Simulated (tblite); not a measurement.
Compound: C₄H₅N₂OS₂ (doublet state).
Geometry (GFN2-xTB, Å), atoms numbered from 1 in this order:
```
atom  x, y, z in Å
C1     1.8535    0.2247    0.9743
S2     2.2053    1.0898   -0.4395
C3     0.8829    0.4663   -1.5663
O4    -0.3520    1.0279   -1.2384
C5    -1.0815    0.4097   -0.3145
N6    -0.8599   -0.8799    0.0459
C7    -1.7459   -1.2281    0.9186
S8    -2.8472    0.0468    1.2762
N9    -2.0851    1.0436    0.2385
H10    1.5377   -0.7971    0.9039
H11    2.2757    0.6026    1.8827
H12    1.1407    0.8161   -2.5653
H13    0.8668   -0.6240   -1.5052
H14   -1.7916   -2.1988    1.3669
```

Level: GFN2-xTB in tblite, geometry and Hessian alike; calculated harmonic values, unscaled, isolated species. The method is semi-empirical: single wavenumbers can be off by several per cent or more. One conformer, not necessarily the lowest. Open shells enter through the occupations alone, without spin polarisation, and single modes of such species can be off by tens of per cent.

Harmonic wavenumbers (cm⁻¹): 37.5, 48.1, 97.5, 179.2, 229.1, 285.7, 312.5, 353.3, 463.2, 470.7, 481.4, 606.7, 654.6, 687.8, 699.5, 775.5, 807.1, 860.3, 879.0, 888.5, 952.5, 970.5, 1060.8, 1148.9, 1195.3, 1233.9, 1326.6, 1331.4, 1380.8, 1448.2, 1526.2, 2958.7, 3007.9, 3123.4, 3177.4, 3188.1.

A = 2956, B = 714.4, C = 661.2 MHz; mass 160.984 u (most abundant isotopes); point group C1, symmetry number 1; spin multiplicity 2.

Problem. Zero-point energy?

Solution. Half the sum of the wavenumbers: 19424 cm⁻¹ = 55.53 kcal/mol.

Problem. Entropy at 350 K, 1 bar (ideal gas, RRHO, classical rotation)?

Solution. Translation 41.96, rotation 30.30, vibration 31.76, spin (R ln 2) 1.38: S = 105.4 cal/(mol K).

Problem. And Cp and H(350 K) − H(0)?

Solution. Cp = 39.51 cal/(mol K), of which vibrations give 31.56 (their classical limit is 36 R = 71.5); H(350 K) − H(0) = 8.42 kcal/mol without the zero-point energy, 5.64 from vibrations.

Problem. Which modes carry the vibrational entropy at 350 K?

Solution. 37.5 cm⁻¹: 5.70; 48.1 cm⁻¹: 5.21; 97.5 cm⁻¹: 3.82; 179.2 cm⁻¹: 2.64; 229.1 cm⁻¹: 2.18; 285.7 cm⁻¹: 1.78 cal/(mol K); the other 30 give 10.43 together.

Problem. Blend soft modes into free rotors: weight 1/[1 + (100 cm⁻¹/ν̃)⁴] for the oscillator and the rest for a rotor with moment μB/(μ + B), μ = h/(8π²ν), B = 10⁻⁴⁴ kg m². What vibrational entropy results?

Solution. 28.27 cal/(mol K) in place of 31.76, which changes −T·S at 350 K by +1.22 kcal/mol.

Problem. What must be added to the electronic energy to get the Gibbs energy at 350 K and 1 bar?

Solution. ZPE + [H(350 K) − H(0)] − T·S = 55.53 + 8.42 − 36.89 = 27.06 kcal/mol.

Hindered rotation and anharmonicity are outside this model. Other conformers, if any are populated, would add a mixing term that is left out. The structure is chiral; the term R ln 2 for an equal mix with its mirror image is left out.

The run took 0.46 s wall on one thread of an Arm Neoverse V2, no GPU, shared host. This covers the Hessian and the dipole derivatives.
